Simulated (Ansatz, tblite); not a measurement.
Species of one formula, B6H6S (singlet), each relaxed with PBE0-D4/def2-SVP in Ansatz.

The xTB rows come from tblite. Correlated methods freeze 11 core orbitals.

Other spin states weren't relaxed.

A: closo-2-SB6 (no H on S) (B6H6S)

B: closo-1-SB6 (no H on S) (B₆H₆S)

Q: Estimate their order by electronic energy at ωB97X-V/def2-TZVP, counted from the lowest.

A: A (0.0) < B (66.6), in kJ/mol.

Q: Do the other levels pick the same lowest one?

A: All that were run do. Energies above each level's lowest (kJ/mol):

```json
{"level": "GFN1-xTB", "A": "0.0", "B": "39.2"}
{"level": "GFN2-xTB", "A": "0.0", "B": "45.3"}
{"level": "HF/STO-3G", "A": "0.0", "B": "47.9"}
{"level": "HF/def2-SVP", "A": "0.0", "B": "63.4"}
{"level": "HF/def2-TZVP", "A": "0.0", "B": "64.9"}
{"level": "PBE-D4/def2-SVP", "A": "0.0", "B": "72.3"}
{"level": "PBE-D4/def2-TZVP", "A": "0.0", "B": "70.4"}
{"level": "r2SCAN-D4/def2-TZVP", "A": "0.0", "B": "70.9"}
{"level": "r2SCANh-D4/def2-TZVP", "A": "0.0", "B": "70.9"}
{"level": "PBE0-D4/def2-SVP", "A": "0.0", "B": "70.1"}
{"level": "PBE0-D4/def2-TZVP", "A": "0.0", "B": "69.2"}
{"level": "ωB97X-V/def2-TZVP", "A": "0.0", "B": "66.6"}
{"level": "MP2/def2-SVP", "A": "0.0", "B": "82.1"}
{"level": "MP2/def2-TZVP", "A": "0.0", "B": "78.3"}
{"level": "CCSD/def2-SVP", "A": "0.0", "B": "73.7"}
{"level": "CCSD(T)/def2-SVP", "A": "0.0", "B": "76.8"}
```
Point groups (tolerance 0.1 Å): A C2v, B Cs.
